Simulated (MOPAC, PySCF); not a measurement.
C2H6BN, SMILES `[H]/B=C(\C)N`, neutral singlet in the gas phase. 

Cartesian coordinates (Å):
```xyz
10

B      0.3529     1.6036     0.0479
C      0.2749     0.2161    -0.0372
C     -1.1296    -0.3435     0.0269
N      1.2673    -0.7694    -0.2536
H      0.3225     2.7726     0.0371
H     -1.3503    -0.9047    -0.8859
H     -1.8851     0.4366     0.1402
H     -1.2337    -1.0217     0.8818
H      2.2124    -0.4199    -0.1826
H      1.1597    -1.5634     0.3678
```
Charge 0, spin multiplicity 1.

All levels are single points at this geometry (B3LYP-D3(BJ)/def2-TZVP); Pople sets use spherical d functions. Orbital energies aren't observables, and empty levels follow the basis.

| level | HOMO (eV) | LUMO (eV) | gap (eV) | dipole (D) | vertical IE, Delta-SCF (eV) |
|---|---|---|---|---|---|
| B3LYP-D3(BJ)/def2-TZVP in PySCF | -4.99 | -1.58 | 3.42 | 1.03 | 7.38 |
| PBE-D3(BJ)/def2-TZVP in PySCF | -4.11 | -2.35 | 1.76 | 1.07 | 7.27 |
| B3LYP/3-21G in PySCF | -4.49 | -1.13 | 3.36 | 1.34 | – |
| B3LYP/6-31G* in PySCF | -4.60 | -1.05 | 3.55 | 1.15 | 7.13 |
| SVWN5/6-31G* in PySCF | -3.76 | -2.17 | 1.60 | 1.23 | 7.19 |
| HF/3-21G in PySCF | -7.27 | 2.90 | 10.18 | 1.30 | – |
| HF/6-31G* in PySCF | -7.31 | 3.05 | 10.36 | 1.20 | 6.25 |
| HF/STO-3G in PySCF | -5.41 | 7.28 | 12.68 | 1.27 | – |
| AM1 in MOPAC | -7.46 | 1.14 | 8.60 | 2.44 | – |
